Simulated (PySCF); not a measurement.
Working out the ionisation energy of In²⁺

In²⁺ [Kr] 4d10 5s1 (2S) → In³⁺ [Kr] 4d10 (1S). Computed with PySCF 2.14 in aug-cc-pwCVDZ-PP with ECP28MDF (6s5p4d1f, 48 functions), with a scalar-relativistic core potential. Frozen: nothing. Energies in hartree (1 hartree = 27.21139 eV):

```json
{"part": "UHF", "In²⁺ (lower)": "-188.389375", "In³⁺ (upper)": "-187.410888"}
{"part": "MP2 opposite-spin", "In²⁺ (lower)": "-0.207610", "In³⁺ (upper)": "-0.182121"}
{"part": "MP2 same-spin", "In²⁺ (lower)": "-0.113029", "In³⁺ (upper)": "-0.093761"}
```

**Question.** What does Hartree-Fock give?

**Answer.** (-187.410888) − (-188.389375) = 0.978487 hartree = 26.626 eV.

**Question.** What do MP2 and SCS-MP2 (6/5 opposite-spin, 1/3 same-spin) give?

**Answer.** The opposite-spin parts differ by 0.694 eV and the same-spin parts by 0.524 eV. MP2: 26.626 + (0.694) + (0.524) = 27.844 eV. SCS-MP2: 26.626 + 1.2 × (0.694) + (0.524)/3 = 27.633 eV.

Measured between the centres of the two terms (NIST): 28.044 eV, so MP2 (valence and next inner shell) is off by -0.200 eV.

A double-zeta basis recovers only part of the correlation energy.

What remains against the reference includes basis incompleteness and correlation beyond second order.
